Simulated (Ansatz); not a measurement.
One change: `[Cl][InH2]` becomes `[InH2][I]`.

Ansatz, PBE0-D4/def2-TZVP geometries, multiplicity 1. 

Elements past krypton have def2 core potentials.

```json
{"property": "HOMO–LUMO gap (B3LYP/def2-TZVPP) / eV", "`[Cl][InH2]`": "5.69"}
{"property": "size of the dipole moment (B3LYP/def2-TZVPP) / D", "`[Cl][InH2]`": "2.78"}
{"property": "HOMO–LUMO gap (PBE0/def2-TZVPP) / eV", "`[Cl][InH2]`": "6.23"}
{"property": "HOMO energy (ωB97M-V/def2-TZVPP) / eV", "`[Cl][InH2]`": "-10.42"}
{"property": "HOMO energy (B3LYP/def2-TZVPP) / eV", "`[Cl][InH2]`": "-7.96"}
{"property": "HOMO–LUMO gap (ωB97M-V/def2-TZVPP) / eV", "`[Cl][InH2]`": "9.96"}
```

Q: Give the same properties after the change, and the shifts. (An estimate is asked.)

A: Ansatz gave: 
```tsv
property	`[InH2][I]`	shift
HOMO–LUMO gap (B3LYP/def2-TZVPP) / eV	4.70	-0.99
size of the dipole moment (B3LYP/def2-TZVPP) / D	2.23	-0.55
HOMO–LUMO gap (PBE0/def2-TZVPP) / eV	5.21	-1.02
HOMO energy (ωB97M-V/def2-TZVPP) / eV	-9.40	1.02
HOMO energy (B3LYP/def2-TZVPP) / eV	-7.06	0.90
HOMO–LUMO gap (ωB97M-V/def2-TZVPP) / eV	8.82	-1.14
```

With PBE0 the HOMO rises by 0.90 eV and the LUMO falls by 0.11 eV, so the gap narrows by about 1.01 eV. PBE moves the HOMO by 0.69 eV and ωB97M-V by 1.02 eV. Dipoles are sizes alone; their direction can turn.

B3LYP here is the variant with VWN-RPA as its local correlation; programs differ in this.

Spin–orbit coupling is left out; it splits and shifts lone-pair levels of the heavy atoms by tenths of an eV.
